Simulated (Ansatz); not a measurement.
```yaml
atoms:
  - { symbol: C, position_ang: [0.0039, -0.0674, 0.0670] }
  - { symbol: C, position_ang: [0.8843, 0.8997, 0.9423] }
  - { symbol: C, position_ang: [0.8567, -0.9072, -0.8955] }
  - { symbol: C, position_ang: [-0.9436, 0.8344, -0.8581] }
  - { symbol: C, position_ang: [-0.8602, -0.8277, 0.8070] }
  - { symbol: H, position_ang: [0.2917, 1.5908, 1.5330] }
  - { symbol: H, position_ang: [1.5715, 0.2114, 1.5802] }
  - { symbol: H, position_ang: [1.4651, 1.5846, 0.2777] }
  - { symbol: H, position_ang: [0.2028, -1.5318, -1.5260] }
  - { symbol: H, position_ang: [1.5532, -0.2328, -1.5988] }
  - { symbol: H, position_ang: [1.4627, -1.4796, -0.2949] }
  - { symbol: H, position_ang: [-1.4737, 0.2229, -1.5716] }
  - { symbol: H, position_ang: [-1.5936, 1.5953, -0.2556] }
  - { symbol: H, position_ang: [-0.3157, 1.5414, -1.5184] }
  - { symbol: H, position_ang: [-1.5389, -1.6116, 0.3144] }
  - { symbol: H, position_ang: [-0.2526, -1.5699, 1.5040] }
  - { symbol: H, position_ang: [-1.5445, -0.2555, 1.5959] }
```

Basis set: STO-3G (spherical functions). Correlated methods keep 5 orbitals frozen. Charge 0, multiplicity 1.

Computed with Ansatz (development build ahead of 0.2.0); each method stands on the lowest determinant of its kind that the runs found. Restricted open shells among the atoms or ions are ROHF, correlated in semicanonical orbitals with singles.

Question: Give the atomization energy at this shape (free ground-state atoms in the same class of orbitals less the molecule, no zero-point energy) of singlet C5H12 by RHF-MP2, RHF.

Answer:

```
 method  atomization energy
RHF-MP2       6806.0 kJ/mol
    RHF       6201.1 kJ/mol
```

Caution: no unrestricted run beside it, a lower state can exist; the shape is not the minimum.

This basis has no polarisation functions and is too small for such energies, which can lie far from measured ones in either direction.
